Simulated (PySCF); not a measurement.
B(Me)2(vinyl) (C4H9B), SMILES C=CB(C)C. Atoms are numbered in the order given.

```xyz
14

B      0.2241     0.3607     0.1585
C      1.4039     1.3810    -0.0773
H      2.3479     0.8276     0.1047
H      1.4074     2.2531     0.5949
H      1.4666     1.7273    -1.1232
C     -0.6124     0.4412     1.4914
H     -1.3249    -0.3763     1.6759
H     -1.1838     1.3895     1.4773
H      0.0589     0.5263     2.3647
C     -0.0557    -0.7122    -0.9464
C     -1.0045    -1.6616    -0.8641
H      0.5540    -0.7004    -1.8614
H     -1.1778    -2.3961    -1.6592
H     -1.6567    -1.7448     0.0121
```

Geometry: B3LYP-D3(BJ)/def2-SVP. One conformer was computed; it need not be the lowest.

Level of theory: PBE/pcSseg-1 run with PySCF.

GIAO shieldings, no solvent; atoms listed in one row are averaged. δ = σ(ref) − σ: ¹¹B against BF3 (σ = 83.9 ppm); ¹³C against TMS (σ = 182.0 ppm); ¹H against TMS (σ = 31.49 ppm), references at their B3LYP-D3(BJ)/def2-TZVP geometries, non-relativistic.

Computed chemical shifts:
```json
[
 {"nucleus": "¹¹B", "atoms": "B1", "count": "1", "δ (ppm)": "64.2"},
 {"nucleus": "¹³C", "atoms": "C10", "count": "1", "δ (ppm)": "153.0"},
 {"nucleus": "¹³C", "atoms": "C11", "count": "1", "δ (ppm)": "149.4"},
 {"nucleus": "¹³C", "atoms": "C2", "count": "1", "δ (ppm)": "18.9"},
 {"nucleus": "¹³C", "atoms": "C6", "count": "1", "δ (ppm)": "11.3"},
 {"nucleus": "¹H", "atoms": "H12", "count": "1", "δ (ppm)": "7.20"},
 {"nucleus": "¹H", "atoms": "H14", "count": "1", "δ (ppm)": "7.05"},
 {"nucleus": "¹H", "atoms": "H13", "count": "1", "δ (ppm)": "6.84"},
 {"nucleus": "¹H", "atoms": "H3, H4, H5, H7, H8, H9", "count": "6", "δ (ppm)": "1.23"}
]
```
